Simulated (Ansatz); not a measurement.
A nudged elastic band was laid between two geometries of C$_{2}$H$_{7}$BrSi$_{2}$ (12 atoms, charge 0, multiplicity 1).

Level of theory: RKS PBE0-D4/def2-SVP in Ansatz.

```yaml
movable_images: 9
climbing_image: yes
spring: 5.0 eV/Å²
optimiser: quadratic models (default)
start_path: through a guess of the saddle point
force_threshold: 0.03 eV/Å
iteration_limit: 31
end_points: relaxed
```

Initial state:

```xyz
12
Properties=species:S:1:pos:R:3
C -1.656 -0.998 0.155
Si -0.215 0.153 0.458
C 1.394 -0.268 -0.373
Si 1.232 1.385 -1.371
Br 2.182 2.772 0.205
H -1.507 -1.943 0.701
H -1.738 -1.232 -0.918
H -2.605 -0.550 0.488
H -0.097 0.675 1.844
H 2.263 -0.327 0.296
H 1.334 -1.151 -1.028
H -0.509 1.430 -0.424
```

Final state:

```xyz
12
Properties=species:S:1:pos:R:3
C -1.740 -1.026 0.282
Si -0.223 -0.025 0.735
C 1.376 -0.299 -0.284
Si 0.760 1.455 -0.657
Br 2.048 3.117 0.080
H -1.653 -2.054 0.669
H -1.855 -1.076 -0.811
H -2.649 -0.572 0.704
H 0.014 0.114 2.199
H 2.307 -0.396 0.292
H 1.354 -1.018 -1.116
H 0.337 1.724 -2.059
```

Question: What changes between the two ends?

Answer: Bonds broken: Si2–H12. Bonds formed: Si4–H12. The height of Si4 over the plane of its neighbours goes from -1.39 to -0.96 Å.

Question: What energy profile does the band end with?

Answer: The run converged. The highest image is number 5 of 0 to 10, 94.6 kJ/mol above the first end and 97.8 kJ/mol above the last; the last end lies 3.2 kJ/mol below the first. A vibrational analysis at the climbing image gives one clearly imaginary mode, 583i cm⁻¹: a first-order saddle point. The orbitals stay closed-shell, which can raise the energy where a bond breaks towards radicals; this wasn't checked here.

| image | path coordinate (Å) | energy (kJ/mol) | Si2–H12 (Å) | Si4–H12 (Å) | height of Si4 over the plane of its neighbours (Å) |
| --- | --- | --- | --- | --- | --- |
| 0 | 0.00 | 0.0 | 1.58 | 1.98 | -1.39 |
| 1 | 0.33 | 1.7 | 1.61 | 1.87 | -1.38 |
| 2 | 0.66 | 14.9 | 1.74 | 1.73 | -1.35 |
| 3 | 0.98 | 47.7 | 2.07 | 1.61 | -1.32 |
| 4 | 1.31 | 76.9 | 2.40 | 1.54 | -1.26 |
| 5 | 1.64 | 94.6 | 2.63 | 1.49 | -1.15 |
| 6 | 1.95 | 70.4 | 2.81 | 1.47 | -1.04 |
| 7 | 2.26 | 28.2 | 3.02 | 1.48 | -0.98 |
| 8 | 2.56 | 4.4 | 3.20 | 1.49 | -0.96 |
| 9 | 2.87 | -2.5 | 3.30 | 1.49 | -0.94 |
| 10 | 3.18 | -3.2 | 3.34 | 1.49 | -0.96 |

Question: What is the geometry of the highest image?

Answer: 
```xyz
12
Properties=species:S:1:pos:R:3:forces:R:3
C -1.687 -0.920 0.225 -0.02 0.00 0.00
Si -0.104 -0.022 0.661 -0.01 0.00 0.00
C 1.408 -0.425 -0.305 0.02 -0.01 0.00
Si 1.055 1.349 -1.012 0.00 0.00 -0.01
Br 1.897 2.992 0.274 0.00 0.00 0.00
H -1.730 -1.902 0.723 0.00 -0.01 0.00
H -1.738 -1.084 -0.862 0.01 0.00 0.00
H -2.573 -0.341 0.525 0.01 0.00 0.00
H 0.134 0.299 2.092 0.00 0.01 0.00
H 2.364 -0.395 0.232 0.00 0.00 0.00
H 1.413 -1.181 -1.100 -0.01 0.00 0.01
H -0.363 1.574 -1.418 0.00 0.00 0.00
```

Question: What are the harmonic wavenumbers there?

Answer: 583i, 83, 107, 140, 149, 228, 357, 401, 463, 588, 589, 673, 691, 768, 796, 813, 881, 921, 931, 1263, 1338, 1422, 1430, 2238, 2269, 3059, 3129, 3161, 3173, 3220 cm⁻¹.

The band took 10 iterations and of the order of 13 core-minutes.

The run took 6.6 min on 2 threads of Intel(R) Xeon(R) Platinum 8488C (Sapphire Rapids), on a shared host, peak memory 0.39 GiB.
